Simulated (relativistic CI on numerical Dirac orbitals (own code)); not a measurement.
## Sensitivity of the levels of Er²⁸⁺ to α and to the nuclear radius

Computed by Dirac-Coulomb-Breit CI, KLI orbitals optimised for each configuration, derivatives by finite differences, unscaled Slater integrals, QED left out (own radial code, finite nucleus).

CI space (outside the closed core [Ar] 3d10 4s2): 4p⁶4d⁴, 4p⁵4d⁵, 4p⁶4d³4f, 4p⁶4d²5s², 4p⁶4d4f5s². Double excitations out of closed p, d and f shells are left out; levels of such configurations are missing from the list, as are those of other unlisted configurations, and high levels can miss mixing partners.

With x = (α/α₀)² − 1 an excitation energy changes as ω = ω₀ + qx; K = 2q/ω₀ is the relative enhancement. Terms are leading LS components, so labels can repeat. The field-shift factor is F = δν/δ⟨r²⟩ for the transition from the lowest level.

Lowest level 4p⁶4d⁴ ³P0.

```tsv
Level	ω₀ (cm⁻¹)	q (cm⁻¹)	F (GHz/fm²)
4p⁶4d⁴ ⁵D1	62159	87260	1.67
4p⁶4d⁴ ⁵D2	94070	109100	2.18
4p⁶4d⁴ ³F4	100229	87590	1.88
4p⁶4d⁴ ⁵D3	107276	105800	2.19
4p⁶4d⁴ ⁵D0	154303	167700	3.4
4p⁶4d⁴ ⁵D4	161355	173300	3.52
4p⁶4d⁴ ³F2	166309	150200	3.19
4p⁶4d⁴ ³G3	168781	164000	3.42
4p⁶4d⁴ ³H5	181702	169600	3.57
4p⁶4d⁴ ³P1	189136	176200	3.71
4p⁶4d⁴ ³H6	191293	170800	3.64
4p⁶4d⁴ ³G4	204670	173600	3.75
4p⁶4d⁴ ³F3	207248	165100	3.63
```

At this charge energies of transitions that change n are usually good to better than 1 %, and those within a shell (Δn = 0) to a few per cent. Terms inside the open d or f shell come out 10 to 20 % too wide with unscaled integrals.

Question: Which transition from the lowest level has the largest |K|?

Answer: 4p⁶4d⁴ ⁵D1 at 62159 cm⁻¹, K = 2.81.
